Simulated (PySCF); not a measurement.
## N⁺: ionisation energy

N⁺ [He] 2s2 2p2 (3P) → N²⁺ [He] 2s2 2p1 (2P), as a difference of total energies. All numbers are calculated (PySCF 2.14, no relativity, point nucleus, in aug-cc-pVDZ (4s3p2d, 23 functions)). Correlated levels: valence: 1s2 frozen. The calculations carry no spin-orbit coupling.

Q: Order these methods by the ionisation energy they give, lowest first.
A. SCS-MP2 (valence)
B. M06-L
C. UHF
D. MP2 (valence)

A: C (29.225 eV), A (29.358 eV), D (29.462 eV), B (29.865 eV).

Errors of the correlated levels include the incompleteness of this basis and the frozen core.

For comparison: 29.601 eV (semi-empirical (NIST evaluation); NIST Atomic Spectra Database, ionization energies).
